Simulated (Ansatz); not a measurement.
`S=[CH][GeH3]` and `O=[CH][GeH3]` differ in one element.

Ansatz, PBE0-D4/def2-TZVP geometries, multiplicity 1. 

Scalar relativity is left out up to krypton.

```json
{"property": "zero-point energy (PBE0-D4/def2-TZVP) / kJ/mol", "`S=[CH][GeH3]`": "102.5"}
{"property": "size of the dipole moment (B3LYP/def2-TZVPP) / D", "`S=[CH][GeH3]`": "1.58"}
{"property": "ideal-gas entropy at 298 K and 1 bar (rigid rotor, harmonic PBE0-D4/def2-TZVP) / J/(mol·K)", "`S=[CH][GeH3]`": "311"}
{"property": "HOMO energy (ωB97M-V/def2-TZVPP) / eV", "`S=[CH][GeH3]`": "-8.58"}
{"property": "HOMO energy (B3LYP/def2-TZVPP) / eV", "`S=[CH][GeH3]`": "-6.20"}
{"property": "size of the dipole moment (PBE/def2-TZVPP) / D", "`S=[CH][GeH3]`": "1.51"}
```

What does the change do to each property? (Estimate.)

Ansatz gave: 
| property | `O=[CH][GeH3]` | shift |
| --- | --- | --- |
| zero-point energy (PBE0-D4/def2-TZVP) / kJ/mol | 106.7 | 4.2 |
| size of the dipole moment (B3LYP/def2-TZVPP) / D | 2.08 | 0.50 |
| ideal-gas entropy at 298 K and 1 bar (rigid rotor, harmonic PBE0-D4/def2-TZVP) / J/(mol·K) | 303 | -8 |
| HOMO energy (ωB97M-V/def2-TZVPP) / eV | -9.34 | -0.76 |
| HOMO energy (B3LYP/def2-TZVPP) / eV | -6.89 | -0.69 |
| size of the dipole moment (PBE/def2-TZVPP) / D | 1.86 | 0.35 |

With PBE0 the HOMO falls by 0.67 eV and the LUMO rises by 1.17 eV, so the gap widens by about 1.84 eV. PBE moves the HOMO by -0.46 eV and ωB97M-V by -0.76 eV. Dipoles are sizes alone; their direction can turn.

B3LYP here is the variant with VWN-RPA as its local correlation; programs differ in this.
